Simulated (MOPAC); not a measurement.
Job for MOPAC: AM1 on CH7BrSi (a complex), monomers drawn apart or pushed together.

```
AM1 1SCF PRECISE CHARGE=0 THREADS=1
CH7BrSi

Si    -0.04432004 1    -0.30236445 1     0.09889973 1
H      0.63094637 1    -1.58136618 1     0.40109722 1
H     -1.41016514 1    -0.30164949 1     0.66879936 1
H     -0.13677425 1    -0.12743474 1    -1.37007421 1
H      0.72520626 1     0.82593718 1     0.66896563 1
C     -0.90088235 1     1.31252176 1     5.13651237 1
Br     0.00804751 1    -0.39940539 1     5.40791555 1
H     -0.22488960 1     1.95714873 1     4.58622173 1
H     -1.12937337 1     1.72123600 1     6.11437682 1
H     -1.80339105 1     1.11624441 1     4.56878852 1
```

It printed:

```
*******************************************************************************
 **                                                                           **
 **                              MOPAC v23.2.5                                **
 **                                                                           **
 *******************************************************************************
 ** MOPAC's Digital Object Identifier: https://doi.org/10.5281/zenodo.6511958 **
 **                                                                           **
 ** Please cite the open-source release paper for use of this MOPAC version:  **
 ** J. E. Moussa and J. J. P. Stewart (2026)                                  **
 ** MOPAC: An open-source semiempirical molecular orbital program             **
 ** J. Open Source Softw., 11(119), 8025, https://doi.org/10.21105/joss.08025 **
 *******************************************************************************

                              AM1 CALCULATION RESULTS

 *******************************************************************************
 *  AM1        - The AM1 Hamiltonian to be used
 *
 *
 *
 *                 CHARGE ON SYSTEM = 0
 *
 *
 *
 *  PRECISE    - TIGHTER CRITERIA TO BE USED
 *  1SCF       - DO 1 SCF AND THEN STOP
 *  THREADS=1  - MULTI-THREADING NOT USED
 *  T=         - A TIME OF 172800.0 SECONDS REQUESTED
 *  DUMP=N     - RESTART FILE WRITTEN EVERY 7200.0 SECONDS REQUESTED
 *******************************************************************************
AM1 1SCF PRECISE CHARGE=0 THREADS=1
 CH7BrSi

   ATOM   CHEMICAL          X               Y               Z
  NUMBER   SYMBOL      (ANGSTROMS)     (ANGSTROMS)     (ANGSTROMS)

     1      Si         -0.04432004  *  -0.30236445  *   0.09889973  *
     2       H          0.63094637  *  -1.58136618  *   0.40109722  *
     3       H         -1.41016514  *  -0.30164949  *   0.66879936  *
     4       H         -0.13677425  *  -0.12743474  *  -1.37007421  *
     5       H          0.72520626  *   0.82593718  *   0.66896563  *
     6       C         -0.90088235  *   1.31252176  *   5.13651237  *
     7      Br          0.00804751  *  -0.39940539  *   5.40791555  *
     8       H         -0.22488960  *   1.95714873  *   4.58622173  *
     9       H         -1.12937337  *   1.72123600  *   6.11437682  *
    10       H         -1.80339105  *   1.11624441  *   4.56878852  *



          CARTESIAN COORDINATES

    NO.       ATOM           X           Y           Z

     1        Si         -0.0443     -0.3024      0.0989
     2         H          0.6309     -1.5814      0.4011
     3         H         -1.4102     -0.3016      0.6688
     4         H         -0.1368     -0.1274     -1.3701
     5         H          0.7252      0.8259      0.6690
     6         C         -0.9009      1.3125      5.1365
     7        Br          0.0080     -0.3994      5.4079
     8         H         -0.2249      1.9571      4.5862
     9         H         -1.1294      1.7212      6.1144
    10         H         -1.8034      1.1162      4.5688

  H: (AM1): M.J.S. DEWAR ET AL, J. AM. CHEM. SOC. 107 3902-3909 (1985)
  C: (AM1): M.J.S. DEWAR ET AL, J. AM. CHEM. SOC. 107 3902-3909 (1985)
 Si: (AM1): M.J.S.DEWAR, C. JIE, ORGANOMETALLICS, 6, 1486-1490 (1987).
 Br: (AM1): M.J.S. DEWAR AND E. G. ZOEBISCH, THEOCHEM, 180, 1 (1988).

           Empirical Formula: C H7 Si Br  =    10 atoms



      MOLECULAR POINT GROUP   :   Cs


      RHF CALCULATION, NO. OF DOUBLY OCCUPIED LEVELS = 11


 -------------------------------------------------------------------------------
 AM1 1SCF PRECISE CHARGE=0 THREADS=1
 CH7BrSi



     1SCF WAS SPECIFIED, SO BFGS WAS NOT USED
     SCF FIELD WAS ACHIEVED


                              AM1 CALCULATION
                                                       MOPAC v23.2.5 Linux




          FINAL HEAT OF FORMATION =         -0.53984 KCAL/MOL =      -2.25871 KJ/MOL


          COSMO AREA              =        156.70 SQUARE ANGSTROMS
          COSMO VOLUME            =        140.89 CUBIC ANGSTROMS

          IONIZATION POTENTIAL    =         10.835052 EV
          HOMO LUMO ENERGIES (EV) =        -10.835  0.704
          NO. OF FILLED LEVELS    =         11
          MOLECULAR WEIGHT        =        127.0558         POINT GROUP:  Cs

          MOLECULAR DIMENSIONS (Angstroms)

            Atom       Atom       Distance
            H     9    H     4     7.77302
            H     8   Br     7     2.49848
            H     5    H     3     2.25492


          SCF CALCULATIONS        =          1





   ATOM   CHEMICAL          X               Y               Z
  NUMBER   SYMBOL      (ANGSTROMS)     (ANGSTROMS)     (ANGSTROMS)

     1      Si         -0.04432004  *  -0.30236445  *   0.09889973  *
     2       H          0.63094637  *  -1.58136618  *   0.40109722  *
     3       H         -1.41016514  *  -0.30164949  *   0.66879936  *
     4       H         -0.13677425  *  -0.12743474  *  -1.37007421  *
     5       H          0.72520626  *   0.82593718  *   0.66896563  *
     6       C         -0.90088235  *   1.31252176  *   5.13651237  *
     7      Br          0.00804751  *  -0.39940539  *   5.40791555  *
     8       H         -0.22488960  *   1.95714873  *   4.58622173  *
     9       H         -1.12937337  *   1.72123600  *   6.11437682  *
    10       H         -1.80339105  *   1.11624441  *   4.56878852  *

                             CARTESIAN COORDINATES

   1   Si       -0.044320040    -0.302364450     0.098899730
   2    H        0.630946370    -1.581366180     0.401097220
   3    H       -1.410165140    -0.301649490     0.668799360
   4    H       -0.136774250    -0.127434740    -1.370074210
   5    H        0.725206260     0.825937180     0.668965630
   6    C       -0.900882350     1.312521760     5.136512370
   7   Br        0.008047510    -0.399405390     5.407915550
   8    H       -0.224889600     1.957148730     4.586221730
   9    H       -1.129373370     1.721236000     6.114376820
  10    H       -1.803391050     1.116244410     4.568788520


           Empirical Formula: C H7 Si Br  =    10 atoms



      MOLECULAR POINT GROUP   :   Cs


                  EIGENVALUES
 -32.65092 -27.59441 -16.02971 -14.95896 -14.94630 -13.47742 -12.31009 -12.29260
 -12.26052 -10.83817 -10.83505   0.70444   1.58848   1.59846   1.63640   2.11202
   3.88183   3.88831   4.34064


              NET ATOMIC CHARGES AND DIPOLE CONTRIBUTIONS

  ATOM NO.   TYPE          CHARGE      No. of ELECS.   s-Pop       p-Pop
    1         Si           0.603312        3.3967     0.87151     2.52517
    2          H          -0.147272        1.1473     1.14727
    3          H          -0.152125        1.1521     1.15212
    4          H          -0.151848        1.1518     1.15185
    5          H          -0.152090        1.1521     1.15209
    6          C          -0.256907        4.2569     1.24380     3.01310
    7         Br          -0.063634        7.0636     1.97378     5.08986
    8          H           0.106777        0.8932     0.89322
    9          H           0.107006        0.8930     0.89299
   10          H           0.106781        0.8932     0.89322
 DIPOLE           X         Y         Z       TOTAL
 POINT-CHG.    -0.486     0.916    -0.128     1.045
 HYBRID        -0.235     0.442    -0.070     0.505
 SUM           -0.721     1.358    -0.199     1.550


          ATOMIC ORBITAL ELECTRON POPULATIONS

     Atom    s        px        py        pz
    1 Si   0.87151   0.84092   0.84344   0.84081
    2  H   1.14727
    3  H   1.15212
    4  H   1.15185
    5  H   1.15209
    6  C   1.24380   1.02340   0.93548   1.05422
    7 Br   1.97378   1.80232   1.30864   1.97890
    8  H   0.89322
    9  H   0.89299
   10  H   0.89322

 **********************
 *                    *
 * JOB ENDED NORMALLY *
 *                    *
 **********************




 == MOPAC DONE ==
```

The run finished.

Cost: about 0.020 core-seconds (a rough figure).
